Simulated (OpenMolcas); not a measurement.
**neutral nitrogen: thermal populations, Slater's ratio, worked from levels**

```
Program             : OpenMolcas 26.06
Basis               : ANO-RCC-VQZP [5s4p3d2f1g]
Scalar Hamiltonian  : DKH2, point nucleus
Active space        : 3 electrons in 9 orbitals (RAS2 2p; RAS3 3s 3d, at most 1 electron)
State averaging     : 2S+1 = 4 odd, 1 root; 2S+1 = 2 odd, 8 roots; 2S+1 = 4 even, 3 roots; 2S+1 = 2 even, 8 roots
Spin-orbit coupling : state interaction with AMFI integrals over the reference wave functions, term energies averaged over their components
```

Methods: RASSCF; SS-RASPT2, IPEA 0.25 Eh, imaginary shift 0.1 Eh (closed shells correlated: 1s 2s). Measured levels: NIST Handbook of Basic Atomic Spectroscopic Data.

**Thermal populations.** Z = Σ (2J + 1) exp(-E/kT) with k = 0.695035 cm-1/K, over the levels below. No other level of either list lies under 83200 cm-1, which is above 7 kT at each temperature.

```json
{"Level": "2s2 2p3 4S* 3/2", "2J + 1": "4", "SS-RASPT2": "0.0", "measured": "0.0"}
{"Level": "2s2 2p3 2D* 3/2", "2J + 1": "4", "SS-RASPT2": "19330", "measured": "19233"}
{"Level": "2s2 2p3 2D* 5/2", "2J + 1": "6", "SS-RASPT2": "19330", "measured": "19224"}
{"Level": "2s2 2p3 2P* 1/2", "2J + 1": "2", "SS-RASPT2": "32800", "measured": "28839"}
{"Level": "2s2 2p3 2P* 3/2", "2J + 1": "4", "SS-RASPT2": "32800", "measured": "28839"}
```

```csv
T (K),"Z, SS-RASPT2","Z, measured levels","Ground level (%), SS-RASPT2","Ground level (%), measured levels"
8000,4.326,4.348,92.5,92.0
12000,5.103,5.186,78.4,77.1
```

At 12000 K, kT = 8340 cm-1, and the computed levels give Z = 4.000 + 0.394 + 0.591 + 0.039 + 0.078 = 5.103.

**Slater's ratio.** With one set of orbitals, p3 has 2D* - 4S* = 9 F2 and 2P* - 2D* = 6 F2 (F2 = F²/25), a ratio of 2/3. Term energies are centres of gravity, weighted by 2J + 1.

```tsv
Source	2D* - 4S*	2P* - 4S*	F2 from the first	Ratio
RASSCF	23011	37994	2557	0.651
SS-RASPT2	19332	32796	2148	0.696
measured	19228	28839	2136	0.500
```

Energies in cm-1. A ratio away from 2/3 shows effects beyond one configuration with one set of orbitals, and in heavier atoms second-order spin-orbit shifts.

Term energies are means over components that CASPT2 splits; among the terms shown or strongly mixed into the levels shown the widest spread is 170 cm-1 (2s2 2p3 2D*, SS-RASPT2). With the s shell closed, the reference lacks s² → p² mixing. No level of 2s2 2p2 3d was computed, though it lies in the active space. Without dynamic correlation excited terms often stand tens of per cent too high (terms of higher spin than the ground term too low), and those without a measured partner can miss by more than the paired ones (holds for RASSCF). Computed and measured levels are paired by configuration, term and J; levels that our copy of the source lacks, or whose pairing is in doubt (as where it misses far off the trend of its configuration), stay unpaired and out of the deviations. Only configurations of the active space appear.

* marks odd parity.
